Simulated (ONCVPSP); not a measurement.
## Varying the ONCV potential for platinum

Base potential:

* Element: platinum (Pt)
* Generator: ONCVPSP 4.0.1
* Type: optimised norm-conserving Vanderbilt (ONCV)
* Functional: PBE
* Relativity: scalar-relativistic
* Frozen core: [Kr] 4d10 4f14 5s2
* Valence charge: 16
* Reference configuration: 5p6 5d9 6s1
* Partial waves: 6s: rc 2.40 bohr, ncon 4, nbas 8, qcut 2.1 1/bohr, 2 projectors, debl 2.6 Ha; 5p: rc 1.70 bohr, ncon 5, nbas 9, qcut 7.1 1/bohr, 2 projectors, debl 1 Ha; 5d: rc 2.00 bohr, ncon 4, nbas 8, qcut 7.5 1/bohr, 1 projector
* Local potential: polynomial inside 1.65 bohr (lpopt 4, dvloc0 1 Ha)
* Core correction: Teter function, fcfact 2.25, rcfact 1.05

In the p channel the program set the typed energies aside and used -2.059, 0.250 Ha.

Cutoffs, loose and tight: the cutoffs (Ha) at which the residual kinetic energy of the hardest occupied pseudo-wave falls to 1 and 0.1 mHa per electron. They do not see the model core or the augmentation charge, which bear on the density cutoff. Test errors are all-electron minus pseudo excitation energies from the reference, over the configurations 5p6 5d9 6s0; 5p6 5d8 6s0; 5p6 5d7 6s0; 5p6 5d6 6s0. A dash means not determined; rows that change the core or the reference have their own tests.

| change | outcome | cutoff, loose | cutoff, tight | bound ghosts | GHOST(+) flags above zero | largest test error (meV) |
| --- | --- | --- | --- | --- | --- | --- |
| base | generated, projector energies reset by the program | 19 Ha | 29 Ha | none | s | -46 |
| d: qcut 5.6 | generated, projector energies reset by the program | 19 Ha | 48 Ha | none | s | -32 |
| d: rc 1.98 | generated, projector energies reset by the program | 19 Ha | 29 Ha | none | s | -46 |
| p: nproj 3 | generated, projector energies reset by the program | 19 Ha | 29 Ha | none | s | -46 |
| core correction Teter function, fcfact 2.25, rcfact 1.14 | generated, projector energies reset by the program | 19 Ha | 29 Ha | none | s | -44 |

Task: What comes out with this change to the base: s: rc 2.56?

Result: outcome: generated, projector energies reset by the program; cutoff, loose: 19 Ha; cutoff, tight: 26 Ha; bound ghosts: none; GHOST(+) flags above zero: s; largest test error (meV): -100.

Task: What comes out with this change to the base: core [Kr] 4d10 4f14, valence charge 18; reference 5s2 5p6 5d9 6p1; waves now 5s: rc 1.60 bohr, ncon 3, nbas 7, qcut 7.8 1/bohr, 2 projectors, debl 3.9 Ha; 5p+6p: rc 1.45 bohr, ncon 3, nbas 7, qcut 10.7 1/bohr, 2 projectors; 5d: rc 1.70 bohr, ncon 4, nbas 8, qcut 10.7 1/bohr, 2 projectors, debl 3.1 Ha; local potential polynomial inside 1.10 bohr (lpopt 5, dvloc0 0 Ha)?

Result: outcome: generated, projector energies reset by the program; cutoff, loose: 37 Ha; cutoff, tight: 44 Ha; bound ghosts: none; GHOST(+) flags above zero: s; largest test error (meV): -4.0 over the solved tests; 1 of 4 tests not solved or not reliable.

Task: What comes out with this change to the base: local potential polynomial inside 1.65 bohr (lpopt 4, dvloc0 8.5 Ha)?

Result: outcome: generated, projector energies reset by the program; cutoff, loose: 19 Ha; cutoff, tight: 29 Ha; bound ghosts: none; GHOST(+) flags above zero: none; largest test error (meV): -111.
